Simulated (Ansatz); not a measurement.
Program: Ansatz. Geometries: PBE0-D4/def2-TZVP. ΔE: electronic, gas phase. CCSD(T)/CBS adds triple-zeta CCSD(T) − MP2 to the extrapolated MP2 energy (def2 sets, frozen cores). Functionals use def2-TZVPP. B3LYP here is the variant with VWN-RPA as its local correlation; programs differ in this. One conformer a species, not always the lowest.

Consider the formal exchange of groups at a B–C bond: `CCCBO` + `CCOC#N` → `CCOBO` + `CCCC#N`.

```json
{"level": "PBE-D4", "ΔE (kcal/mol)": "-44.2"}
{"level": "r2SCAN-D4", "ΔE (kcal/mol)": "-46.0"}
{"level": "B3LYP-D4", "ΔE (kcal/mol)": "-47.3"}
{"level": "PBE", "ΔE (kcal/mol)": "-44.6"}
{"level": "PBE0", "ΔE (kcal/mol)": "-46.2"}
{"level": "CCSD(T)/def2-TZVPP", "ΔE (kcal/mol)": "-48.7"}
{"level": "MP2/CBS(def2)", "ΔE (kcal/mol)": "-49.7"}
{"level": "CCSD/CBS(def2)", "ΔE (kcal/mol)": "-49.6"}
```

(1) What does CCSD(T)/CBS give? (Best estimate.)

Largest T1 diagnostic among the species: 0.013.

Results:

(1) The calculation gave: -48.9 kcal/mol. The listed levels differ from it by 4.7, 2.9, 1.6, 4.3, 2.7, 0.2, -0.8, -0.7 kcal/mol.

In def2-TZVPP, CCSD(T) changes the Hartree–Fock value by +3.0 kcal/mol (the triples alone add +0.8 kcal/mol) and MP2 by +2.2 kcal/mol. From PBE to PBE0 (25 % exact exchange), in def2-TZVPP and without D4, ΔE moves by −1.7 kcal/mol.
